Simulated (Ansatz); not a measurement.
A structure relaxed at PBE-D4/def2-SVP in Ansatz, charge 0, singlet:

```
atom   x (Å)   y (Å)   z (Å)
 Hg1  -0.745  -0.325   1.371
 Hg2   1.379  -0.369  -1.247
 Hg3  -2.062   2.185  -0.346
 Se4   0.352  -2.701  -1.177
 Se5  -1.750  -1.916  -0.379
 Se6   1.260   1.160   1.998
 Se7   1.566   1.966  -0.220
```

Question: Give its formula.

Answer: Hg₃Se₄.

Question: Summarise the bond lengths by kind (pairs closer than 1.2 times the sum of covalent radii, bridged metal pairs left out).

Answer: 4 × Hg–Se 2.55 to 2.57 Å; 2 × Se–Se 2.38 Å.

In the def2 sets Hg takes a core potential; there is no spin–orbit coupling. Another isomer (singlet) lies 1.07 eV lower at PBE0-D4/def2-TZVP; other spin states weren't run for this one.
